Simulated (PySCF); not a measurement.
**A small calculation by hand: oscillator strength and radiative lifetime**

In(OH)2(OSiH3) (H5InO3Si), SMILES [OH][In]([OH])[O][SiH3].

Geometry: PBE0-D3(BJ)/def2-SVP. The structure was generated by enumeration; whether it is a known compound was not checked. The def2 effective core potentials stand for the cores of In; spin–orbit coupling is left out. Other conformers were not sampled.

TDDFT-PBE/def2-SVPD in PySCF 2.14.0 puts the first singlet state with f over 0.02 at 3.98 eV (vertical), with the transition dipole (0.330, 0.402, 0.000) in atomic units.

Task: Find the oscillator strength, the wavelength and the radiative lifetime that this transition would have in vacuum if emission retraced absorption.

Result: 
|μ|² = 0.2705 au, so |μ| = 1.32 D. ΔE = 3.98/27.211 = 0.1463 hartree. f = (2/3) ΔE |μ|² = 0.026 (the program prints 0.026).
λ = 1239.84/3.98 = 312 nm; ν = 32101 cm⁻¹.
Einstein's coefficient A = 0.6670 ν² f s⁻¹ (ν in cm⁻¹) = 1.8e7 s⁻¹, so τ = 1/A = 55 ns. This state is S2; the lower singlet has f = 0.000. The figure is the radiative limit of this one transition; relaxation, internal conversion, crossing to triplets and a medium change what is measured.
